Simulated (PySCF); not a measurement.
Predicted microwave data (PBE0-D3(BJ)/def2-SVP geometry optimisation, gas phase (PySCF)) for one isomer of C3H5F3Si:

```
Rotational constants : A = 3186, B = 1661, C = 1370 MHz
Dipole components    : |μa| = 1.47 D, |μb| = 1.57 D, |μc| = 0.01 D
Inertial defect      : -93.85 u·Å²
κ                    : -0.68
```

Task: Which structure is it? (One computed conformer of each.)
A. `FC(F)(F)[C@H]1C[SiH2]1`
B. `C([SiH3])(C(F)(F)F)=C`
C. `[CH2:1]=[CH:2][CH2:3][Si:4]([F:5])([F:6])[F:7]` with C1–C2–C3–Si4 -105°
D. `[F:1][CH2:2]/[C:3]([F:4])=[C:5](\[F:6])[SiH3:7]` with F1–C2–C3–F4 65°

Result: B. It is C=C([SiH3])C(F)(F)F, an asymmetric top. The candidates at the same level (rigid rotor, commonest isotopes):

| SMILES | A (MHz) | B (MHz) | C (MHz) | μa (D) | μb (D) | μc (D) | Δ (u·Å²) | point group | rotor |
| --- | --- | --- | --- | --- | --- | --- | --- | --- | --- |
| C=C([SiH3])C(F)(F)F | 3186 | 1661 | 1370 | 1.47 | 1.57 | 0.01 | -93.85 | near Cs | asymmetric top |
| FC(F)(F)[C@H]1C[SiH2]1 | 3919 | 1537 | 1417 | 2.44 | 0.34 | 0.63 | -100.94 | C1 | near-prolate asymmetric top |
| C=CC[Si](F)(F)F | 3531 | 1348 | 1328 | 1.97 | 0.64 | 1.20 | -137.62 | C1 | near-prolate asymmetric top |
| FC/C(F)=C(\F)[SiH3] | 3687 | 1257 | 1002 | 0.89 | 0.26 | 1.28 | -34.55 | C1 | asymmetric top |

`C=CC[Si](F)(F)F` has B 19 % too low; `FC(F)(F)[C@H]1C[SiH2]1` has A 23 % too high; `FC/C(F)=C(\F)[SiH3]` has C 27 % too low. No structure here is proved a minimum.
